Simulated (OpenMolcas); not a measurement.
Tc3+ among 3 point charges of -2 e arranged as a planar triangle (D3h).

```json
{
 "Program": "OpenMolcas",
 "Method": "SS-CASPT2, IPEA 0.25 Eh, imaginary shift 0.1 Eh (closed shells correlated: 4s 4p)",
 "Basis": "ANO-RCC-VDZP [6s5p3d1f]",
 "Scalar Hamiltonian": "DKH2, point nucleus",
 "Active space": "4 electrons in 5 orbitals (4d)",
 "State averaging": "2S+1 = 5 even, 5 roots; 2S+1 = 3 even, 45 roots; 2S+1 = 1 even, 50 roots",
 "Spin-orbit coupling": "RASSI with atomic mean-field integrals over the reference wave functions"
}
```

All point charges move together. At R = 1.8 Å the first state of the same spin is 19460 cm-1, and at R = 1.93 Å it is 15990 cm-1.

Problem. A third run gives 12870 cm-1. What distance was it run at?

Solution. With a power law R^-n the two known points give n = -ln(15990 / 19460) / ln(1.93 / 1.8) = 2.82. Then R = 1.8 × (19460 / 12870)^(1/2.82) = 2.084 Å. The run was at 2.08 Å, so the estimate is off by +0.004 Å.

Roots that are degenerate in the reference are averaged as groups; the widest CASPT2 spread within a group is 260 cm-1 (the 2-fold group of multiplicity 5 near 0 cm-1 above the lowest state of its run, R = 1.8). Shifts and gaps below about the spread of the groups concerned are not significant. An orbital doublet at a regular site is open to a Jahn-Teller distortion, which this geometry leaves out. This shell can be high or low spin here, a state of another spin lies low, and with metal d orbitals alone active their balance is uncertain, so the ground spin may be wrong. Point charges give a weaker field than real ligands, and real ions of this kind are as a rule low spin; the high spin found here belongs to the model. Free-ion shares, where given, are those of the reference states; single-state CASPT2 does not remix them. Point charges carry no covalency, so the field is a model and not that of real ligands. No measured value stands beside these numbers.
